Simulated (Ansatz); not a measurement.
Cartesian coordinates in Å:
```
O 1.582 -1.107 0.996
C 1.492 -0.237 0.183
Sn -0.522 0.282 -0.583
O -1.704 -0.980 0.323
I -0.967 2.782 0.297
H 2.383 0.343 -0.145
H -0.925 0.192 -2.233
H -1.338 -1.277 1.161
```

The species carries charge 0 and has multiplicity 1. Sn, I: def2 effective core potential.

Q: List the PBE/def2-TZVPP orbital energies in eV (Ansatz). (Best estimate.)

A: The calculation gave: Occupied: -511.59, -510.25, -272.19, -179.83, -134.01, -127.19, -126.97, -126.96, -90.01, -89.92, -89.89, -49.30, -49.23, -49.22, -49.04, -49.04, -27.55, -26.84, -26.44, -26.39, -26.34, -26.31, -23.91, -17.36, -15.58, -13.35, -12.02, -11.47, -10.89, -10.03, -8.68, -8.24, -7.27, -6.78, -6.65, -6.05. Lowest empty: -3.35, -2.24, -1.34, -0.70, 0.69, 1.26, 1.35, 1.66.
